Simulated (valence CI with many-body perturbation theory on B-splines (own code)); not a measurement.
# Forbidden lines of Ta66+

Calculated by relativistic CI+MBPT: five valence electrons over a frozen Dirac-Fock core [He], radial functions for each j: 9 s, 9 p, 8 d, 6 f, 3 g, 1 h, with the one-electron correlation potential Σ1 (screened to all orders), the two-electron term Σ2, the three-electron term Σ3, Breit, model QED; selected single and double excitations, second order for the rest (own B-spline code, finite nucleus).

No measured spectrum was set against this ion. As an estimate, large intervals hold to a few tenths of a per cent, small ones and those within an open d or f shell to about a per cent. Among the levels kept, up to 1200 cm⁻¹ of a level comes from second order outside the variational space, and about a tenth of that is noise between levels of different J, which matters for small intervals.

Lines 1 to 50 of 55 in falling wavelength, among levels below 10907 eV, chosen from the decays that carry over 1 % of a level's rate. Wavelengths and rates use the calculated energies. Electric multipoles are in the length gauge, E1 and E2 with the static RPA response of the core. Weak lines are less certain than strong ones. Lines between different terms over intervals too small for the method are left out, as are lines whose strength nearly cancels. The highest levels of a list are the least certain.

Levels are named by their leading jj configuration (3d3/2^4 stands for four electrons in 3d with j = 3/2), which in mixed levels can hold well under half, so a name can repeat and another be missing. Letters in brackets count levels of one name in rising energy.

```tsv
λ vac (nm)	Upper	Lower	Type	A (s⁻¹)	Branch %
0.9521	(2s^2 2p1/2 2p3/2^2) J=3/2	(2s^2 2p1/2^2 2p3/2) J=3/2	M1	2.06e+10	99.8
0.9501	(2s^2 2p3/2^3) J=3/2	(2s^2 2p1/2 2p3/2^2) J=1/2	M1	5.11e+09	7.0
0.9356	(2s^2 2p1/2 2p3/2^2) J=5/2	(2s^2 2p1/2^2 2p3/2) J=3/2	M1	3.42e+09	96.7
0.9356	(2s^2 2p1/2 2p3/2^2) J=5/2	(2s^2 2p1/2^2 2p3/2) J=3/2	E2	1.19e+08	3.4
0.9140	(2s^2 2p3/2^3) J=3/2	(2s^2 2p1/2 2p3/2^2) J=5/2	M1	5.70e+09	7.9
0.9006	(2s^2 2p1/2 2p3/2^2) J=1/2	(2s^2 2p1/2^2 2p3/2) J=3/2	M1	1.15e+10	99.1
0.8987	(2s^2 2p3/2^3) J=3/2	(2s^2 2p1/2 2p3/2^2) J=3/2	M1	2.27e+10	31.3
0.1439	(2s^2 2p1/2 2p3/2 3p1/2) J=3/2 [a]	(2s^2 2p1/2 2p3/2^2) J=1/2	E2	2.54e+11	12.6
0.1437	(2s^2 2p1/2 2p3/2 3p1/2) J=5/2	(2s^2 2p1/2 2p3/2^2) J=1/2	E2	4.86e+11	18.5
0.1431	(2s^2 2p1/2 2p3/2 3p1/2) J=1/2	(2s^2 2p1/2 2p3/2^2) J=5/2	E2	5.25e+11	30.2
0.1430	(2s^2 2p1/2 2p3/2 3p1/2) J=3/2 [a]	(2s^2 2p1/2 2p3/2^2) J=5/2	M1	2.73e+10	1.4
0.1430	(2s^2 2p1/2 2p3/2 3p1/2) J=3/2 [b]	(2s^2 2p1/2 2p3/2^2) J=1/2	E2	2.28e+11	5.2
0.1430	(2s^2 2p1/2^2 3p1/2) J=1/2	(2s^2 2p1/2^2 2p3/2) J=3/2	E2	2.53e+12	93.3
0.1430	(2s^2 2p1/2^2 3p1/2) J=1/2	(2s^2 2p1/2^2 2p3/2) J=3/2	M1	4.59e+10	1.7
0.1428	(2s^2 2p1/2 2p3/2 3p1/2) J=5/2	(2s^2 2p1/2 2p3/2^2) J=5/2	E2	1.44e+12	54.6
0.1427	(2s^2 2p1/2 2p3/2 3p1/2) J=1/2	(2s^2 2p1/2 2p3/2^2) J=3/2	E2	7.88e+11	45.2
0.1427	(2s^2 2p1/2 2p3/2 3p1/2) J=1/2	(2s^2 2p1/2 2p3/2^2) J=3/2	M1	3.95e+10	2.3
0.1426	(2s^2 2p1/2 2p3/2 3p1/2) J=3/2 [a]	(2s^2 2p1/2 2p3/2^2) J=3/2	E2	1.54e+12	76.6
0.1424	(2s^2 2p1/2 2p3/2 3p1/2) J=5/2	(2s^2 2p1/2 2p3/2^2) J=3/2	E2	3.58e+11	13.6
0.1421	(2s^2 2p1/2 2p3/2 3p1/2) J=3/2 [b]	(2s^2 2p1/2 2p3/2^2) J=5/2	E2	1.41e+12	32.2
0.1418	(2s^2 2p1/2 2p3/2 3p1/2) J=3/2 [b]	(2s^2 2p1/2 2p3/2^2) J=3/2	E2	1.02e+11	2.3
0.1376	(2s^2 2p1/2 2p3/2 3p3/2) J=3/2 [a]	(2s^2 2p1/2 2p3/2^2) J=1/2	E2	5.70e+10	1.4
0.1372	(2s 2p1/2^2 2p3/2 3p3/2) J=7/2	(2s 2p1/2^2 2p3/2^2) J=5/2	E2	8.44e+11	7.7
0.1372	(2s^2 2p1/2 2p3/2 3p3/2) J=3/2 [b]	(2s^2 2p1/2 2p3/2^2) J=1/2	E2	4.53e+11	10.4
0.1370	(2s^2 2p1/2 2p3/2 3p3/2) J=5/2 [b]	(2s^2 2p1/2 2p3/2^2) J=1/2	E2	5.04e+11	13.5
0.1370	(2s 2p1/2^2 2p3/2 3p3/2) J=1/2 [b]	(2s 2p1/2^2 2p3/2^2) J=3/2	E2	1.51e+12	5.7
0.1369	(2s^2 2p1/2 2p3/2 3p3/2) J=5/2 [a]	(2s^2 2p1/2 2p3/2^2) J=5/2	E2	1.99e+11	4.8
0.1369	(2s^2 2p1/2 2p3/2 3p3/2) J=1/2 [a]	(2s^2 2p1/2 2p3/2^2) J=5/2	E2	1.79e+11	2.0
0.1368	(2s^2 2p1/2 2p3/2 3p3/2) J=3/2 [a]	(2s^2 2p1/2 2p3/2^2) J=5/2	E2	6.02e+11	14.6
0.1367	(2s^2 2p1/2 2p3/2 3p3/2) J=7/2	(2s^2 2p1/2 2p3/2^2) J=5/2	E2	8.90e+11	24.9
0.1367	(2s^2 2p1/2^2 3p3/2) J=3/2	(2s^2 2p1/2^2 2p3/2) J=3/2	E2	1.26e+12	43.9
0.1366	(2s^2 2p1/2 2p3/2 3p3/2) J=5/2 [a]	(2s^2 2p1/2 2p3/2^2) J=3/2	E2	7.68e+11	18.6
0.1365	(2s^2 2p1/2 2p3/2 3p3/2) J=1/2 [a]	(2s^2 2p1/2 2p3/2^2) J=3/2	E2	8.67e+11	9.6
0.1365	(2s^2 2p1/2 2p3/2 3p3/2) J=3/2 [a]	(2s^2 2p1/2 2p3/2^2) J=3/2	E2	2.81e+11	6.8
0.1364	(2s^2 2p1/2 2p3/2 3p3/2) J=3/2 [b]	(2s^2 2p1/2 2p3/2^2) J=5/2	E2	9.05e+10	2.1
0.1364	(2s^2 2p1/2 2p3/2 3p3/2) J=7/2	(2s^2 2p1/2 2p3/2^2) J=3/2	E2	1.01e+11	2.8
0.1359	(2s^2 2p1/2 2p3/2 3p3/2) J=1/2 [b]	(2s^2 2p1/2 2p3/2^2) J=5/2	E2	1.76e+12	25.1
0.1356	(2s^2 2p1/2 2p3/2 3p3/2) J=1/2 [b]	(2s^2 2p1/2 2p3/2^2) J=3/2	E2	7.77e+11	11.1
0.1354	(2s 2p1/2^2 2p3/2 3p3/2) J=1/2 [b]	(2s 2p1/2^2 2p3/2^2) J=5/2	E2	4.61e+11	1.8
0.1343	(2s 2p1/2^2 2p3/2 3d5/2) J=9/2	(2s 2p1/2^2 2p3/2^2) J=5/2	M2	6.60e+10	41.2
0.1343	(2s 2p1/2^2 2p3/2 3d5/2) J=9/2	(2s 2p1/2^2 2p3/2^2) J=5/2	E3	4.06e+09	2.5
0.1337	(2s^2 2p1/2 2p3/2 3d5/2) J=9/2	(2s^2 2p1/2 2p3/2^2) J=5/2	M2	6.56e+10	42.9
0.1337	(2s^2 2p1/2 2p3/2 3d5/2) J=9/2	(2s^2 2p1/2 2p3/2^2) J=5/2	E3	4.22e+09	2.8
0.1299	(2s 2p1/2^2 2p3/2 3d5/2) J=9/2	(2s^2 2p1/2 2p3/2^2) J=5/2	E2	1.82e+09	1.1
0.1195	(2s^2 2p1/2 2p3/2 3p3/2) J=5/2 [a]	(2s^2 2p1/2^2 2p3/2) J=3/2	E2	3.09e+11	7.5
0.1194	(2s^2 2p1/2 2p3/2 3p3/2) J=1/2 [a]	(2s^2 2p1/2^2 2p3/2) J=3/2	E2	6.29e+11	7.0
0.1193	(2s^2 2p1/2 2p3/2 3p3/2) J=3/2 [a]	(2s^2 2p1/2^2 2p3/2) J=3/2	E2	1.17e+12	28.3
0.1193	(2s^2 2p1/2 2p3/2 3p3/2) J=7/2	(2s^2 2p1/2^2 2p3/2) J=3/2	E2	1.25e+12	34.9
0.1189	(2s^2 2p1/2 2p3/2 3p3/2) J=5/2 [b]	(2s^2 2p1/2^2 2p3/2) J=3/2	E2	9.39e+11	25.1
0.1187	(2s^2 2p1/2 2p3/2 3p3/2) J=1/2 [b]	(2s^2 2p1/2^2 2p3/2) J=3/2	E2	5.65e+11	8.1
```
